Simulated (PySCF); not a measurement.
## Core-level binding energies of n-propyl bromide

Compound: n-propyl bromide, C₃H₇Br.
Bonds: C1–C2, C2–C3, C3–Br4. Hydrogens: H5, H6, H7 on C1; H8, H9 on C2; H10, H11 on C3.

Level of theory: PySCF 2.14.0, delta-SCF UKS SCAN, pcX-2 on the ionised atom, pcseg-1 elsewhere, spin-free X2C. Binding energies are ΔSCF values: E(core-ionised, relaxed orbitals) − E(ground state) at a fixed geometry, referred to the vacuum level.

What binding energy does each computed site have?

```csv
atom(s),bonded to,level,binding energy (eV),above the level's lowest (eV),count
C1,C and 3 H,C 1s,290.95,0.00,1
C2,2 C and 2 H,C 1s,291.04,+0.09,1
C3,"Br, C and 2 H",C 1s,291.86,+0.91,1
```

Lowest listed C 1s: C1, bonded to C and 3 H. Highest, 0.91 eV above it: C3, bonded to Br, C and 2 H. Summing the Pauling electronegativity differences to the bonded atoms, each weighted by its formal bond order, gives -1.05 for the lowest site and -0.29 for the highest; no listed site has a larger sum than the highest.

Which photon wavelength matches the C 1s of C2 threshold?

λ = hc/E = 12398.42 eV Å / 291.04 eV = 42.600 Å.

Which photon energy gives electrons from C 1s of C2 a kinetic energy of 100 eV, and what is their de Broglie wavelength?

hν = 291.04 + 100 = 391.04 eV, recoil neglected; λ = 12.264 Å/√(E/eV) = 1.23 Å.

No level of bromine is listed. Isolated species at its PBE0-D3(BJ)/def2-SVP geometry (one conformer only).

Shape of the structure used: `[CH3:1][CH2:2][CH2:3][Br:4]`: C1–C2–C3–Br4 180°.
